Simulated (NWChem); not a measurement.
System: C₂H₆OSi₂; SMILES [SiH3][Si@@H]1C=CO1

NWChem input:

```
start job
memory heap 200 mb stack 900 mb global 1100 mb
geometry units angstroms noautoz
  Si    -0.027637    -2.013258     0.277796
  Si     0.087564     0.119138    -0.683442
  C      1.167308     1.387777     0.107822
  C     -0.004741     1.913071     0.534018
  O     -1.073427     1.194436     0.073661
  H      1.163612    -2.812565    -0.147758
  H     -0.022683    -1.876416     1.764981
  H     -1.265108    -2.731592    -0.155540
  H     -0.079591     0.099606    -2.167100
  H      2.182913     1.718228     0.308714
  H     -0.230355     2.780235     1.168759
end
basis spherical
  * library def2-svp
end
dft
  xc m06-l
  iterations 150
  mulliken
end
task dft gradient
```

Output (shortened):

```
             Northwest Computational Chemistry Package (NWChem) 7.3.0
             --------------------------------------------------------

 C1  symmetry detected

                             Geometry "geometry" -> ""
                             -------------------------

 Output coordinates in angstroms (scale by  1.889725989 to convert to a.u.)

  No.       Tag          Charge          X              Y              Z
 ---- ---------------- ---------- -------------- -------------- --------------
    1 Si                  14.0000    -0.02321765    -2.01597461     0.27234441
    2 Si                  14.0000     0.11624955     0.12459387    -0.66727143
    3 C                    6.0000     1.10744223     1.41057240     0.20747827
    4 C                    6.0000    -0.10376332     1.90821023     0.54896526
    5 O                    8.0000    -1.12005934     1.17017975     0.00775549
    6 H                    1.0000     1.21298681    -2.78715722    -0.06844583
    7 H                    1.0000    -0.13035496    -1.88874723     1.75652914
    8 H                    1.0000    -1.20979364    -2.75744466    -0.25432234
    9 H                    1.0000     0.05887521     0.11119939    -2.15928086
   10 H                    1.0000     2.09821365     1.76108254     0.48410727
   11 H                    1.0000    -0.39397243     2.76626379     1.16968579

 Effective nuclear repulsion energy (a.u.)     270.2359260520

                                 NWChem DFT Module
                                 -----------------

 Summary of "ao basis" -> "ao basis" (spherical)
 ------------------------------------------------------------------------------
       Tag                 Description            Shells   Functions and Types
 ---------------- ------------------------------  ------  ---------------------
 Si                         def2-svp                 8       18   4s3p1d
 C                          def2-svp                 6       14   3s2p1d
 O                          def2-svp                 6       14   3s2p1d
 H                          def2-svp                 3        5   2s1p

            General Information
            -------------------
          SCF calculation type: DFT
          Wavefunction type:  closed shell.
          No. of atoms     :    11
          No. of electrons :    54
           Alpha electrons :    27
            Beta electrons :    27
          Charge           :     0
          Spin multiplicity:     1
          Use of symmetry is: off; symmetry adaption is: off
          Maximum number of iterations: 150
          AO basis - number of functions:   108
                     number of shells:    52
          Convergence on energy requested:  1.00D-06
          Convergence on density requested:  1.00D-05
          Convergence on gradient requested:  5.00D-04

              XC Information
              --------------
                        M06-L Method XC Functional
                         M06-L Exchange Functional  1.000
                       M06-L Correlation Potential  1.000

             Grid Information
             ----------------
          Grid used for XC integration:  medium
          Radial quadrature: Mura-Knowles
          Angular quadrature: Lebedev.
          Tag              B.-S. Rad. Rad. Pts. Rad. Cut. Ang. Pts.
          ---              ---------- --------- --------- ---------
          Si                  1.10       88          12.0       590
          C                   0.70       49          12.0       434
          O                   0.60       49          12.0       434
          H                   0.35       45          13.0       434
          Grid pruning is: on
          Number of quadrature shells:   593
          Spatial weights used:  Erf1

      Superposition of Atomic Density Guess
      -------------------------------------

 Sum of atomic energies:        -730.41353765

      Non-variational initial energy
      ------------------------------

 Total energy =    -732.846415
 1-e energy   =   -1545.551716
 2-e energy   =     542.469375
 HOMO         =      -0.279930
 LUMO         =       0.012485

     ---------------------------------------------
      Total Density - Mulliken Population Analysis
     ---------------------------------------------

    Atom       Charge   Shell Charges
 -----------   ------   -------------------------------------------------------
    1 Si  14    13.82   2.00  1.99  1.03  0.29  5.94  1.17  1.31  0.09
    2 Si  14    13.21   2.00  1.99  1.00  0.24  5.93  0.99  0.83  0.22
    3 C    6     6.57   1.99  1.00  0.38  2.11  1.06  0.02
    4 C    6     5.59   1.99  0.94  0.25  1.69  0.64  0.07
    5 O    8     8.76   1.99  1.11  0.71  3.02  1.92  0.01
    6 H    1     1.05   0.68  0.36  0.01
    7 H    1     1.06   0.69  0.36  0.01
    8 H    1     1.06   0.69  0.36  0.01
    9 H    1     1.07   0.69  0.37  0.01
   10 H    1     0.88   0.65  0.21  0.03
   11 H    1     0.92   0.67  0.22  0.02

   convergence    iter        energy       DeltaE   RMS-Dens  Diis-err
 ---------------- ----- ----------------- --------- --------- ---------
 d= 0,ls=0.0,diis     1   -733.6121010999 -1.00D+03  1.26D-02  5.52D-01
 d= 0,ls=0.0,diis     2   -733.5336792202  7.84D-02  8.18D-03  1.45D+00
 d= 0,ls=0.0,diis     3   -733.6818673854 -1.48D-01  2.67D-03  7.34D-02
 d= 0,ls=0.0,diis     4   -733.6830391588 -1.17D-03  1.59D-03  4.41D-02
 d= 0,ls=0.0,diis     5   -733.6826017618  4.37D-04  7.03D-04  2.87D-03
  Resetting Diis
 d= 0,ls=0.0,diis     6   -733.6831326593 -5.31D-04  4.29D-04  3.16D-04
 d= 0,ls=0.0,diis     7   -733.6832015105 -6.89D-05  2.55D-04  9.37D-05
 d= 0,ls=0.0,diis     8   -733.6831768768  2.46D-05  1.37D-04  2.98D-04
 d= 0,ls=0.0,diis     9   -733.6832166748 -3.98D-05  4.26D-05  1.97D-05
 d= 0,ls=0.0,diis    10   -733.6832187409 -2.07D-06  1.55D-05  4.16D-06
 d= 0,ls=0.0,diis    11   -733.6832192920 -5.51D-07  3.87D-06  3.23D-07

         Total DFT energy =     -733.683219291988
      One electron energy =    -1549.245477135111
           Coulomb energy =      608.828508858137
    Exchange-Corr. energy =      -63.502177067008
 Nuclear repulsion energy =      270.235926051994

 Numeric. integr. density =       54.000008090385

                       DFT Final Molecular Orbital Analysis
                       ------------------------------------

 Vector   25  Occ=2.000000D+00  E=-2.948025D-01
              MO Center=  2.5D-01,  4.6D-01, -4.7D-01, r^2= 4.0D+00
   Bfn.  Coefficient  Atom+Function         Bfn.  Coefficient  Atom+Function
  ----- ------------  ---------------      ----- ------------  ---------------
    94      0.299765   9 H  s                28     -0.218910   2 Si pz
    41      0.216908   3 C  py               95      0.186148   9 H  s
    42      0.179277   3 C  pz               55     -0.167403   4 C  py
    31     -0.163401   2 Si pz               70      0.152771   5 O  pz
   104     -0.143629  11 H  s                21     -0.123018   2 Si s

 Vector   26  Occ=2.000000D+00  E=-2.671964D-01
              MO Center=  1.4D-01, -2.6D-01, -4.9D-02, r^2= 4.3D+00
   Bfn.  Coefficient  Atom+Function         Bfn.  Coefficient  Atom+Function
  ----- ------------  ---------------      ----- ------------  ---------------
    27     -0.267971   2 Si py                9      0.249725   1 Si py
    41      0.214616   3 C  py               12      0.210694   1 Si py
    30     -0.194362   2 Si py               69      0.166454   5 O  py
   104     -0.149945  11 H  s                42      0.145816   3 C  pz
    56     -0.145442   4 C  pz               24      0.139501   2 Si py

 Vector   27  Occ=2.000000D+00  E=-2.148628D-01
              MO Center=  1.7D-01,  1.4D+00,  1.8D-01, r^2= 2.2D+00
   Bfn.  Coefficient  Atom+Function         Bfn.  Coefficient  Atom+Function
  ----- ------------  ---------------      ----- ------------  ---------------
    42      0.335306   3 C  pz               70     -0.323005   5 O  pz
    45      0.274989   3 C  pz               73     -0.268529   5 O  pz
    41     -0.229647   3 C  py               69      0.218023   5 O  py
    56      0.206372   4 C  pz               44     -0.202904   3 C  py
    72      0.185419   5 O  py               55     -0.147331   4 C  py

 Vector   28  Occ=0.000000D+00  E=-4.363353D-02
              MO Center=  1.1D-01, -4.8D-01, -4.0D-01, r^2= 3.9D+00
   Bfn.  Coefficient  Atom+Function         Bfn.  Coefficient  Atom+Function
  ----- ------------  ---------------      ----- ------------  ---------------
    29      0.679518   2 Si px               39     -0.506428   3 C  s
    11      0.412807   1 Si px               80     -0.372487   6 H  s
    90      0.330439   8 H  s                67      0.319922   5 O  s
    22      0.294549   2 Si s                26      0.267398   2 Si px
    57      0.169185   4 C  px               12     -0.163629   1 Si py

 Vector   29  Occ=0.000000D+00  E=-3.124324D-02
              MO Center=  2.1D-01,  9.3D-01,  1.4D-01, r^2= 4.2D+00
   Bfn.  Coefficient  Atom+Function         Bfn.  Coefficient  Atom+Function
  ----- ------------  ---------------      ----- ------------  ---------------
    31      0.472328   2 Si pz               95      0.412196   9 H  s
    59     -0.404991   4 C  pz               56     -0.377600   4 C  pz
    58      0.360813   4 C  py               13      0.352902   1 Si pz
    45      0.314249   3 C  pz               55      0.271189   4 C  py
    85     -0.241253   7 H  s                42      0.232712   3 C  pz

 Vector   30  Occ=0.000000D+00  E=-1.863626D-03
              MO Center=  7.1D-02, -8.5D-01, -7.0D-02, r^2= 4.8D+00
   Bfn.  Coefficient  Atom+Function         Bfn.  Coefficient  Atom+Function
  ----- ------------  ---------------      ----- ------------  ---------------
    30      0.773694   2 Si py               85     -0.669896   7 H  s
    12      0.658719   1 Si py               13      0.499430   1 Si pz
    90      0.434064   8 H  s                39     -0.407600   3 C  s
    31      0.342494   2 Si pz               95      0.339339   9 H  s
     4      0.280306   1 Si s                44      0.270932   3 C  py

     ---------------------------------------------
      Total Density - Mulliken Population Analysis
     ---------------------------------------------

    Atom       Charge   Shell Charges
 -----------   ------   -------------------------------------------------------
    1 Si  14    13.87   2.00  1.99  1.05  0.27  5.93  1.33  1.19  0.12
    2 Si  14    13.41   2.00  1.99  1.08  0.11  5.93  1.24  0.76  0.30
    3 C    6     6.38   1.99  0.91  0.43  2.07  0.97  0.02
    4 C    6     5.75   1.99  0.94  0.21  1.98  0.56  0.07
    5 O    8     8.49   1.99  1.11  0.75  2.82  1.80  0.01
    6 H    1     1.06   0.75  0.30  0.01
    7 H    1     1.04   0.75  0.29  0.01
    8 H    1     1.05   0.75  0.29  0.01
    9 H    1     1.07   0.76  0.31  0.01
   10 H    1     0.94   0.75  0.16  0.03
   11 H    1     0.94   0.76  0.15  0.02

     -------------------------------------------
      Total Density - Lowdin Population Analysis
     -------------------------------------------

    Atom       Charge   Shell Charges
 -----------   ------   -------------------------------------------------------
    1 Si  14    13.75   2.00  1.94  0.69  0.37  5.82  1.34  1.40  0.19
    2 Si  14    13.48   2.00  1.94  0.67  0.34  5.81  1.25  1.02  0.45
    3 C    6     6.30   1.97  0.63  0.35  1.91  1.38  0.06
    4 C    6     5.90   1.97  0.62  0.30  1.79  1.05  0.17
    5 O    8     8.27   1.97  0.95  0.62  2.69  2.01  0.02
    6 H    1     1.08   0.64  0.41  0.03
    7 H    1     1.08   0.64  0.41  0.03
    8 H    1     1.08   0.64  0.41  0.03
    9 H    1     1.10   0.66  0.41  0.03
   10 H    1     0.97   0.63  0.27  0.08
   11 H    1     0.98   0.65  0.26  0.07

     Multipole analysis of the density
     ---------------------------------

     L   x y z        total         alpha         beta         nuclear
     -   - - -        -----         -----         ----         -------
     0   0 0 0     -0.000000    -27.000000    -27.000000     54.000000

     1   1 0 0      0.398421      0.199211      0.199211      0.000000
     1   0 1 0     -0.109677     -0.054838     -0.054838      0.000000
     1   0 0 1     -0.009789     -0.004895     -0.004895      0.000000

     2   2 0 0    -35.005942    -62.443543    -62.443543     89.881144
     2   1 1 0      0.771703     -2.061491     -2.061491      4.894686
     2   1 0 1     -0.112430     -0.442495     -0.442495      0.772559
     2   0 2 0    -33.176700   -251.494811   -251.494811    469.812922
     2   0 1 1      1.786339     -0.331449     -0.331449      2.449237
     2   0 0 2    -33.794176    -50.391237    -50.391237     66.988298

            General Information
            -------------------
          SCF calculation type: DFT
          Wavefunction type:  closed shell.
          No. of atoms     :    11
          No. of electrons :    54
           Alpha electrons :    27
            Beta electrons :    27
          Charge           :     0
          Spin multiplicity:     1
          Use of symmetry is: off; symmetry adaption is: off
          Maximum number of iterations: 150
          AO basis - number of functions:   108
                     number of shells:    52
          Convergence on energy requested:  1.00D-06
          Convergence on density requested:  1.00D-05
          Convergence on gradient requested:  5.00D-04

              XC Information
              --------------
                        M06-L Method XC Functional
                         M06-L Exchange Functional  1.000
                       M06-L Correlation Potential  1.000

             Grid Information
             ----------------
          Grid used for XC integration:  medium
          Radial quadrature: Mura-Knowles
          Angular quadrature: Lebedev.
          Tag              B.-S. Rad. Rad. Pts. Rad. Cut. Ang. Pts.
          ---              ---------- --------- --------- ---------
          Si                  1.10       88          12.0       590
          C                   0.70       49          12.0       434
          O                   0.60       49          12.0       434
          H                   0.35       45          13.0       434
          Grid pruning is: on
          Number of quadrature shells:   593
          Spatial weights used:  Erf1

          Convergence Information
          -----------------------
          Convergence aids based upon iterative change in
          total energy or number of iterations.
          Levelshifting, if invoked, occurs when the
          HOMO/LUMO gap drops below (HL_TOL):  1.00D-02
          DIIS, if invoked, will attempt to extrapolate
          using up to (NFOCK): 10 stored Fock matrices.

[...]

                         DFT ENERGY GRADIENTS

    atom               coordinates                        gradient
                 x          y          z           x          y          z
   1 Si     -0.043875  -3.809640   0.514656    0.000034  -0.001392   0.000471
   2 Si      0.219680   0.235448  -1.260960   -0.003032  -0.000843  -0.001759
   3 C       2.092762   2.665595   0.392077   -0.001544   0.002646   0.002281
   4 C      -0.196084   3.605994   1.037394   -0.000572   0.000781   0.000159
   5 O      -2.116605   2.211319   0.014656    0.004002  -0.000267   0.000215
   6 H       2.292213  -5.266963  -0.129344    0.000861  -0.000419  -0.000275
   7 H      -0.246335  -3.569215   3.319359   -0.000053   0.000063   0.000886
   8 H      -2.286178  -5.210815  -0.480600   -0.000716  -0.000197  -0.000446
   9 H       0.111258   0.210136  -4.080449    0.000339  -0.000410  -0.001253
  10 H       3.965049   3.327963   0.914830    0.000023  -0.000083  -0.000256
  11 H      -0.744500   5.227481   2.210386    0.000658   0.000120  -0.000022
```

Level: M06-L/def2-SVP. Structure relaxed at the PBE0/def2-SVP level.
